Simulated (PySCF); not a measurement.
hydrogen selenide (H2Se), SMILES [SeH2]. Atoms are numbered in the order given.

```xyz
3

Se     0.0000     0.0000     0.0566
H      0.0000    -1.0493    -0.9621
H      0.0000     1.0493    -0.9621
```
Charge 0, spin multiplicity 1.

Geometry: ωB97X-D3(BJ)/def2-TZVPD.

Computed with ωB97X-D3(BJ)/def2-TZVPD in PySCF.

Frequencies are harmonic and unscaled.

```csv
mode,ν (cm⁻¹),IR (km/mol),moving atoms (share of kinetic energy)
1,1080,3.6,H 99 %
2,2498,9.7,H 99 %
3,2508,9.7,H 99 %
```
